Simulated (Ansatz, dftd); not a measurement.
Reaction: H4SiPO (SMILES [PH][SiH2]O, doublet) → H4SiPO (SMILES O[SiH]P, doublet)
Each species at its own B3LYP-D3(BJ)/def2-TZVP minimum (Ansatz, a first-principles code), one conformer.

Quantity: isomerisation energy (electronic), in kcal/mol. Radicals and triplets start from unrestricted determinants; spin-orbit coupling is neglected. Cores are frozen in correlated methods. Rows without X2C or -DK are non-relativistic. CBS(X,Y): correlation extrapolated as X^-3, Hartree-Fock from the larger set. A bracket is a step between two methods taken in the basis named. The functionals are non-relativistic, so their misses hold any scalar relativity. 'core' is core correlation in cc-pwCVTZ (1s frozen past Ne), 'X2C' scalar relativity in cc-pVTZ-DK, both at CCSD(T).

```csv
level,program,isomerisation energy (kcal/mol),difference against the last row
PBE-D3(BJ)/def2-TZVPD,Ansatz + dftd3,3.8,-4.6
B3LYP-D3(BJ)/def2-TZVPD,Ansatz + dftd3,6.8,-1.6
wB97X-V/def2-TZVPD,Ansatz,8.1,-0.3
wB97M-V/def2-TZVPD,Ansatz,8.0,-0.4
CCSDT(Q)/cc-pV(D+d)Z,Ansatz,9.6,1.2
"CCSD(T)/CBS(cc-pV(T+d)Z,cc-pV(Q+d)Z) + [CCSDT(Q) - CCSD(T)]/cc-pV(D+d)Z + core + X2C",Ansatz,8.4,0.0
```
